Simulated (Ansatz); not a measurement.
Computed with Ansatz on PBE0-D4/def2-TZVP structures; ΔE is electronic, products minus reactants. CCSD(T)/CBS adds triple-zeta CCSD(T) − MP2 to the extrapolated MP2 energy (def2 sets, frozen cores). DFT in def2-TZVPP. For Ge, Se outer-core shells are correlated without core-valence functions, which leaves a few kJ/mol of doubt a bond. Scalar relativity is left out up to krypton.

`C[CH](C)[GeH3]` + H₂Se → `[GeH3][SeH]` + propane  (ligand exchange at a Ge–C bond)

`C[CH](C)[GeH3]`:

```xyz
14

C    -1.288    0.455   -0.693
C    -0.213   -0.420   -0.064
C    -0.277   -0.386    1.457
Ge    1.575    0.103   -0.701
H    -1.273    0.406   -1.784
H    -2.285    0.145   -0.361
H    -1.163    1.504   -0.406
H    -0.356   -1.453   -0.401
H    -0.106    0.626    1.837
H     0.467   -1.041    1.915
H    -1.263   -0.703    1.812
H     2.660   -0.807   -0.093
H     1.865    1.558   -0.280
H     1.656    0.012   -2.237
```

H₂Se:

```xyz
3

Se   -0.005    0.208   -0.652
H     1.033   -0.283    0.260
H    -1.028    0.075    0.392
```

`[GeH3][SeH]`:

```xyz
6

Ge    0.305    0.484   -0.182
Se   -0.096   -1.523    0.988
H    -0.697    1.565    0.249
H     1.732    0.889    0.207
H     0.205    0.249   -1.696
H    -1.449   -1.664    0.433
```

`CCC`:

Cartesian coordinates in Å:
```
C 0.587 -0.613 -0.965
C 0.099 0.583 -0.166
C -0.660 0.181 1.087
H -0.250 -1.241 -1.282
H 1.257 -1.238 -0.367
H 1.131 -0.306 -1.861
H 0.953 1.211 0.110
H -0.542 1.207 -0.797
H -1.003 1.054 1.649
H -0.032 -0.417 1.753
H -1.539 -0.421 0.838
```

CCSD(T)/CBS gives -73.2 kJ/mol.

Question: Another level gave -85.7 kJ/mol. Which?
A. PBE0/def2-TZVPP
B. RPA@PBE/def2-TZVPP
C. BHLYP/def2-TZVPP
D. ωB97M-V/def2-TZVPP

Answer: A. PBE0 -85.7, ωB97M-V -77.6, BHLYP -89.9, RPA@PBE/def2-TZVPP -68.9 kJ/mol.

Largest T1 diagnostic among the species: 0.010.

The D4 term adds +6.9 kJ/mol with B3LYP and +3.9 kJ/mol with PBE0; it sums over pairs of atoms, weighted by their polarisabilities, and B3LYP, whose exchange is more repulsive, gets the larger term. Leaving LDA and LC-ωPBE aside and taking each functional with its dispersion term where it has one, the values, not all of them listed here, spread over 9.0 kJ/mol, from BHLYP-D4 to revPBE-D4. LDA lies +12.3 kJ/mol from PBE without D4.

B3LYP here is the variant with VWN-RPA as its local correlation; programs differ in this.
